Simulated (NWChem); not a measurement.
## Correlation energy of Sn

```
Sn
```
Charge 0, spin multiplicity 3.

Everything below was run with NWChem.

Basis set: def2-QZVP. Each correlation energy counts from its own Hartree-Fock reference.

Effective core potentials replace the inner electrons of Sn; spin-orbit coupling is left out. The correlated methods keep 4 core orbitals frozen. No SCF solution was tested for a lower state. Open-shell Hartree-Fock references start from PBE0 orbitals. No row is a measurement; the coupled-cluster row has its own basis-set and correlation limits.

Problem. For the correlation energy, CCSD[T] on ROHF gives -456.2 mHa and CCSD(T) on ROHF gives -455.9 mHa. What do CCSD on ROHF, UMP2, SCS-UMP2 give?

Solution. CCSD on ROHF: -445.7 mHa; UMP2: -472.9 mHa; SCS-UMP2: -413.9 mHa.
